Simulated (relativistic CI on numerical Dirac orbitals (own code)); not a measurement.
Computed by Dirac-Coulomb-Breit CI, separate exchange-only KLI orbitals for each configuration, model QED, unscaled Slater integrals (own radial code, finite nucleus).

The strongest absorption lines from the ground level of an ion, among the configurations computed and to levels below about 276 eV (vacuum wavelength in Å, gf): 58.220 (0.51), 59.461 (0.51), 67.429 (0.86), 67.774 (0.19), 68.204 (0.2), 73.410 (0.24), 74.027 (0.19), 74.955 (0.31).

(1) Which ion is it?
A. Rh24+
B. Rh22+
C. Tc22+
D. Rh26+

## Answers

(1) A. Rh24+ has 21 electrons and the ground level 3s2 3p6 3d3 4F_3/2; the strongest line goes to 3s2 3p5 3d4 4F°_3/2. The pattern of lines fixes the number of electrons, and along that sequence the line energies rise steadily with the charge (about as its square where n changes within one kind of shell, about linearly where n is kept but much faster in heavy ions where fine structure, which grows about as Z⁴, sets the gap, and irregularly where shells cross), which fixes Z. Configurations outside the model, such as inner-shell arrays, can give stronger lines. At this charge energies of transitions that change n are usually good to better than 1 %, and those within a shell (Δn = 0) to a few per cent. Terms inside the open d or f shell come out 10 to 20 % too wide with unscaled integrals.

LS names give the leading component of a level, which can be under half, so a name can repeat, a term be missing and a line seem to break the LS rules.
